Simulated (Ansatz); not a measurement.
`C=C[CH2][GaH2]` + H₂Se → `[GaH2][SeH]` + propene at 400 K and 1 bar (ligand exchange at a Ga–C bond).

Calculated with Ansatz (gas phase, PBE0-D4/def2-TZVP geometries, no zero-point term in ΔE). CCSD(T)/CBS adds triple-zeta CCSD(T) − MP2 to the extrapolated MP2 energy (def2 sets, frozen cores). For Ga, Se outer-core shells are correlated without core-valence functions, which leaves a few kJ/mol of doubt a bond. Scalar relativity is left out up to krypton. Each species was taken in one conformer, which may not be the lowest.

| species | CCSD(T)/CBS energy (Eh) | H − E (kJ/mol) | S (J/(mol·K)) |
| --- | --- | --- | --- |
| `C=C[CH2][GaH2]` | -2042.27122 | 248.5 | 350.2 |
| H₂Se | -2401.89790 | 49.4 | 229.5 |
| `[GaH2][SeH]` | -4326.46797 | 77.5 | 311.3 |
| `C=CC` | -117.74610 | 229.7 | 285.2 |

H − E and S are ideal-gas, rigid-rotor, harmonic terms from PBE0-D4/def2-TZVP, for one conformer and one mirror image of each species. 1 Eh = 2625.50 kJ/mol, R = 8.31446 J/(mol·K).

Task: By hand: ΔE, ΔH, ΔS and ΔG.

Result: ΔE = (-4326.46797) + (-117.74610) − (-2042.27122) − (-2401.89790) = -0.04495 Eh = -118.0 kJ/mol. Δ(H − E) = 77.5 + 229.7 − 248.5 − 49.4 = 9.3, so ΔH = -108.7 kJ/mol. ΔS = 311.3 + 285.2 − 350.2 − 229.5 = 16.8 J/(mol·K). ΔG = -108.7 − 400 × (16.8)/1000 = -115.4 kJ/mol.

Task: By hand: the equilibrium constant, and the temperature at which ΔG would vanish if ΔH and ΔS stayed fixed.

Result: log₁₀ K = −ΔG/(RT ln 10) = 15.1. ΔH and −TΔS have one sign here, so there is no such temperature.

ΔH outweighs TΔS. A doubt of 5 kJ/mol in ΔE shifts log₁₀ K by 0.7 here. Other conformers and mirror images would add mixing entropy, several J/(mol·K) or more a flexible species. These are equilibria of isolated gas molecules and say nothing of rates. Largest T1 diagnostic: 0.013 (customary marks: 0.02 for closed shells, 0.045 for open ones).
